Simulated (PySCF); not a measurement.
Input of a run (PBE0-D3(BJ)/def2-SVP geometry optimisation, gas phase (PySCF 2.14.0)), started from GFN2-xTB:
```
{"job": {"xc": "PBE0", "basis": "def2-SVP", "d3": "d3bj", "grid": 2, "kind": "geom"}, "charge": 0, "multiplicity": 1}
C      2.906781    -0.511539    -0.175026
C      1.839750     0.147887     0.136074
C      0.729846     0.772181     0.426252
B     -0.678502     0.220848     0.098935
C     -1.945467     1.087100     0.473797
C     -0.859671    -1.178361    -0.609051
H      3.404364    -0.371899    -1.121027
H      3.354647    -1.221238     0.501512
H      0.821978     1.729976     0.929394
H     -2.834248     0.488422     0.661103
H     -1.789265     1.738042     1.331770
H     -2.186258     1.739287    -0.367350
H      0.051909    -1.562906    -1.059635
H     -1.633153    -1.155390    -1.374717
H     -1.187126    -1.914419     0.126056
```

Output (energies in Eh, forces in Eh/bohr):
```
step   0  E = -220.32601564  max force = 0.011319
step   1  E = -220.32817656  max force = 0.001920
step   2  E = -220.32820948  max force = 0.000556
step   3  E = -220.32822271  max force = 0.000726
step   4  E = -220.32822954  max force = 0.000421
optimisation converged
```

Task: Summarise the run.

Result: The energy falls by 5.8 kJ/mol over 5 energy and gradient evaluations, the largest force component goes from 0.0113 to 4.2e-04 Eh/bohr, and the atoms move by 0.040 Å rms after alignment. Among the bonds, C1–H7, C1–H8, C5–H12 and C6–H15 change most and about equally (+0.016 to +0.017 Å). Bonds longer at the end by more than 0.005 Å: 12 of 14; shorter: 2. Among the angles that change most is B4–C5–H12, from 108.8° to 106.1°. The energy never rose by more than 1e-6 Eh on the way. The first step brought 98 % of the lowering.

Task: What are the final bond lengths?

Result: C1=C2 1.306 Å, C2=C3 1.317 Å, C3–B4 1.563 Å, B4–C5 1.574 Å, B4–C6 1.572 Å, C1–H7 1.095 Å, C1–H8 1.095 Å, C3–H9 1.099 Å, C5–H10 1.101 Å, C5–H11 1.101 Å, C5–H12 1.108 Å, C6–H13 1.099 Å, C6–H14 1.102 Å, C6–H15 1.106 Å. Numbering counts from 1 in the input's order; the species is `C=C=CB(C)C`.

The run used 129 basis functions and 35 SCF cycles in all. The run took 19 s of wall time on one thread of an AMD EPYC 9R45 (shared host), and the process peaked at 0.71 GiB of memory.

Stationary, but not proved a minimum.

Conformer computed: `[CH2:1]=[C:2]=[CH:3][B:4]([CH3:5])[CH3:6]`: C2–C3–B4–C5 -177°.
